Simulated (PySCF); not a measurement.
Excitations are Tamm–Dancoff values on a coarser integration grid. The basis has no diffuse functions, so Rydberg states are missing or too high.

Cartesian coordinates (Å):
SMILES: [SiH3][Ge]([SiH3])([SiH3])[SiH3]
```xyz
17

Si    -1.5307    -1.0586    -1.4842
Ge     0.0008    -0.0003     0.0004
Si     0.1661    -1.2727     2.0061
Si    -0.7761     2.1918     0.5107
Si     2.1421     0.1375    -1.0317
H     -1.6573    -0.2656    -2.7451
H     -2.8777    -1.1641    -0.8443
H     -1.0510    -2.4328    -1.8256
H      0.6405    -2.6568     1.6994
H      1.1337    -0.6293     2.9467
H     -1.1692    -1.3581     2.6729
H     -2.1257     2.1240     1.1502
H     -0.8759     3.0063    -0.7390
H      0.1692     2.8673     1.4514
H      2.0508     0.9152    -2.3053
H      3.1102     0.8198    -0.1194
H      2.6547    -1.2326    -1.3399
```
Charge 0, spin multiplicity 1.

Question: Give the S1 oscillator strength, S1 excitation (TDA) and LUMO at the level r2SCAN-D4/def2-TZVP // r2SCAN-D4/def2-SVP (PySCF).

Answer: 
```yaml
S1 oscillator strength: 0.001
S1 excitation (TDA): 6.38 eV
LUMO: -0.76 eV
```
